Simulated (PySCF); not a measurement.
An element was calculated at UHF (PySCF 2.14, ECP, a double-zeta basis, no spin-orbit coupling), in the ground configurations that NIST lists.

```
first ionisation energy  : 5.228 eV
second ionisation energy : 12.244 eV
third ionisation energy  : 22.369 eV
```

Problem. Which element is it?

Solution. Zirconium (Zr, Z = 40), in cc-pVDZ-PP with ECP28MDF. NIST lists 6.634, 13.13, 23.170 eV for these ionisation energies.
